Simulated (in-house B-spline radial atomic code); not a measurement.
The numbers below are computed, except where a source is named.
## In in an electron gas of r_s = 2: phase shifts, screening, friction and resistivity

A nucleus sits in a uniform electron gas with a rigid positive background. The Kohn-Sham equations are solved self-consistently in the spin-unpolarised LDA (PW92), non-relativistic, on B-splines with outgoing waves at the boundary and partial waves to l = 8. The model has no lattice, no bands and no magnetic solution. Atomic units; δ_l are the phase shifts at the Fermi level, counted so that each bound state adds π, and good to about 0.0005.

The density parameter is r_s = 2 bohr, near that of the valence electrons of Si (4 per atom, density 2.33 g/cm³, mass 28.09 u, which gives r_s = 2.01).

```tsv
l	δ_l (rad)
0	12.8036
1	10.1856
2	6.4882
3	0.1311
4	0.0215
5	0.0040
6	0.0009
7	0.0002
8	0.0001
```

Bound levels below the band bottom (hartree): d -15.73, s -3.696, p -2.431, d -0.3756, s -0.03756 and deeper ones.

**Question.** Check the Friedel sum rule, and say where the screening charge sits.

**Answer.** k_F = (9π/4)^(1/3)/r_s = 0.95958. The rule is Z = (2/π) Σ (2l + 1) δ_l. The terms are s 8.151, p 19.453, d 20.653, f 0.584 and 0.162 beyond, in all 49.003 against Z = 49. Bound states hold 10 s, 18 p, 20 d electrons, so the scattering states carry 1.00 in all; where a term is smaller than its bound count, the bound level has drawn weight out of the band.

**Question.** Find the transport cross section and the electronic stopping of a 1 keV In ion (mass 114.82 u).

**Answer.** σ_tr = (4π/k_F²) Σ (l + 1) sin²(δ_l − δ_(l+1)). The terms for l = 0 to 3 are 0.2500, 0.5568, 0.0164, 0.0479, all together 0.8726, so σ_tr = 13.647 × 0.8726 = 11.909 bohr². With n = 3/(4π r_s³) = 0.02984, the friction coefficient is Q = n k_F σ_tr = 0.3410. For v well below v_F = 0.960, dE/dx = Q v; with 24801 eV per u at v = 1, v = √(1000/(24801 × 114.82)) = 0.0187, so dE/dx = 0.00639 hartree/bohr = 3.29 eV/nm. The largest term couples the p and d waves.

**Question.** What residual resistivity would 1 atomic per cent of such centres give in a metal of this density?

**Answer.** Δρ = k_F n_i σ_tr/n in atomic units of 21.74 μΩ·cm. With one host atom per 4 electrons, n_i/n = 0.01/4, so Δρ = 0.9596 × 0.00250 × 11.909 × 21.74 = 0.62 μΩ·cm. This is an atom added to the gas, as on an interstitial site.

**Question.** On a substitutional site the background of one host ion, a sphere holding 4 charges, is taken out. The phase shifts for l = 0 to 4 become 12.2927, 9.4216, 6.0910, -0.0282, -0.0103. What follows?

**Answer.** The Friedel sum is now 45.00, for Z − 4 = 45. The sum in σ_tr is 0.2236, so σ_tr = 3.05 bohr² and Δρ = 0.16 μΩ·cm per atomic per cent, 0.26 times the value above. A real host ion scatters too, so this model doesn't give zero even for the host's own atom.
